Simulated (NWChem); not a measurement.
# ZrN2H4O; SMILES [OH][Zr](=[NH])[NH2]

```xyz
8

Zr    -0.0484    -0.0282    -0.1900
N     -1.7630     0.3700     0.2752
H     -2.7098     0.4737     0.6287
O      0.6693    -1.8065     0.2469
H      0.5583    -2.6635     0.6611
N      1.1526     1.5890     0.2185
H      2.1660     1.5598     0.3279
H      0.8389     2.4985     0.5500
```
Atoms are numbered in this order, from 1.

Computed with NWChem. The geometry was optimised at PBE0/def2-SVP. def2 effective core potentials on Zr; no spin-orbit coupling.

### Question
Predict the results for PBE/def2-SVP. Quantities: highest occupied level (eV); orbital gap (eV); dipole (D).

### Answer
- highest occupied level (eV): -4.91
- orbital gap (eV): 2.38
- dipole (D): 2.00
